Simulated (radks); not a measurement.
Values are calculated unless marked as measured or tabulated.
Question: These are the eigenvalues of the occupied orbitals of an atom or ion with whole-number occupations (eV). Level of theory: Dirac Kohn-Sham, PBE, spin-unpolarised, spherical densities, point nucleus (a radial shooting solver on a logarithmic mesh with Libxc functionals).

| orbital | eigenvalue |
|---|---|
| 1s1/2 | -69406.84 |
| 2s1/2 | -11976.67 |
| 2p1/2 | -11451.97 |
| 2p3/2 | -10099.08 |
| 3s1/2 | -2763.428 |
| 3p1/2 | -2530.044 |
| 3p3/2 | -2237.496 |
| 3d3/2 | -1845.128 |
| 3d5/2 | -1781.520 |
| 4s1/2 | -575.5531 |
| 4p1/2 | -478.8039 |
| 4p3/2 | -411.0100 |
| 4d3/2 | -252.2699 |
| 4d5/2 | -239.7804 |
| 5s1/2 | -85.8621 |
| 5p1/2 | -57.2971 |
| 5p3/2 | -47.5212 |
| 4f5/2 | -41.2685 |
| 4f7/2 | -39.0319 |
| 6s1/2 | -12.0489 |
| 5d3/2 | -11.9058 |

Which element is it, and in what charge state? The configuration may be excited. Open shells, if any, fill j = l - 1/2 first.

Answer: Z = 74, tungsten, charge +1: W+ in [Xe] 4f14 5d4 6s1. The list shows which subshells hold electrons but not how many an open one holds; the 1s level, -2550.7 hartree, gives Z - s = 71.4 by -(Z - s)^2/2, which with screening and relativity narrows Z to a few neighbours, and the depths of the outer levels then fix element, charge and occupations together.
